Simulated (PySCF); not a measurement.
Compound: C₄H₄Cl₂O.
Structure used (PBE0-D3(BJ)/def2-SVP), in Å, numbered top down from 1:
```xyz
11
C4H4Cl2O angstrom
C     -0.8000   -0.8998    0.0420
C     -0.0746    0.4169    0.0142
C     -0.7185    1.5704   -0.0603
O     -1.2845    2.5812   -0.1270
C      1.4089    0.4658    0.0615
Cl     2.0402   -0.2736    1.5707
Cl     2.1361   -0.3751   -1.3481
H     -1.8890   -0.7657    0.0093
H     -0.5434   -1.4472    0.9622
H     -0.4971   -1.5116   -0.8219
H      1.7959    1.4906    0.0385
```

All values: PBE0/def2-SVPD (PySCF, non-relativistic), on one gas-phase PBE0-D3(BJ)/def2-SVP geometry that isn't relaxed in the solvent. The solvent is an IEF-PCM continuum (Bondi radii, 1.10 Å for H, scaled by 1.2), and excitations are vertical TDDFT with non-equilibrium linear response and a frozen core. Only the electrostatic response of the medium enters.

```
run  E − E(gas) (kcal/mol)  HOMO (eV)  HOMO–LUMO gap (eV)  dipole (D)  lowest singlet (eV)  static polarisability (au)
gas                   0.00      -7.23                5.43        1.20                 3.46                        81.0
  P                  -4.26      -7.03                5.46        1.58                 3.49                       109.3
  Q                  -1.96      -7.12                5.44        1.37                 3.46                        92.9
```

Problem. The runs were made in acetone and benzene. Which run belongs to which solvent?

Solution. P = acetone, Q = benzene. The dielectric constants are 2.271 (benzene), 20.49 (acetone), and the energy falls further as ε rises. The optical constants n² used for the excitations are 2.25, 1.85 in the same order. In this model the ground state sees the solvent through ε alone.

Problem. How constant is the ratio of the lowering to (ε − 1)/(2ε + 1)?

Solution. 
| solvent | (ε − 1)/(2ε + 1) | E − E(gas) (kcal/mol) | ratio (kcal/mol) | polarisation term (kcal/mol) |
| --- | --- | --- | --- | --- |
| benzene | 0.229 | -1.96 | -8.5 | -2.08 |
| acetone | 0.464 | -4.26 | -9.2 | -4.86 |

The ratio changes by +7.4 % in size from benzene to acetone. The polarisation term is half the interaction of the solute with the induced surface charges.

Hardware: one thread of an Arm Neoverse V1 (shared host). Cost: 22 s wall. This is the whole response run at PBE0/def2-SVPD in acetone, SCF included.
